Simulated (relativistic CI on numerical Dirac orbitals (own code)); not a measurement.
**Sc³⁺ in a cubic cluster: 2p photoemission with charge transfer**

Computed with a charge-transfer multiplet model of a cubic metal-ligand cluster with up to 2 ligand holes, Slater and spin-orbit integrals from Dirac-Coulomb-Breit ions, Slater integrals scaled by 0.7. The ground state mixes d0 with configurations of k ligand holes L, whose averages lie at kΔ + k(k − 1)U_dd/2; a core hole lowers each added d electron by U_cd. 300 K, Lorentzian 0.6 eV and Gaussian 0.8 eV FWHM.

Atomic integrals in eV (Slater integrals scaled, ζ unscaled), ground: F2dd 4.121, F4dd 2.525, zeta_d 0.005; with the core hole: F2dd 4.121, F4dd 2.525, zeta_d 0.020, zeta_core 3.003, F2cd 3.598, G1cd 2.586, G3cd 1.465. Where a configuration has fewer than two d electrons, the dd integrals are those of d2.

Cluster parameters (eV): Δ = 2.8, U_dd = 5.3, U_cd = 6.8, 10Dq = 1.85, 10Dq(ligand) = 1.2, final-state hopping factor = 1.

Weights, n_d and S are thermal averages at 300 K. Binding energies count from the first peak over 30 % of the highest in each spectrum, which can be another peak from case to case. The parameters are a model scan and need not match a compound or its usual spin state. Peaks in eV (height, largest 100): 0.0 (100), 4.8 (45), 8.7 (29), 13.4 (17).

Task: Which parameters give this spectrum?
A. V(eg) = 2.35 eV, V(t2g) = -1.09 eV
B. V(eg) = 2.05 eV, V(t2g) = -0.95 eV
C. V(eg) = 1.75 eV, V(t2g) = -0.81 eV

Result: C. V(eg) = 1.75 eV, V(t2g) = -0.81 eV; the ground state then has 0.51 d electrons and S = 0.00. The choice follows from running the model for each set and comparing peak positions and heights.
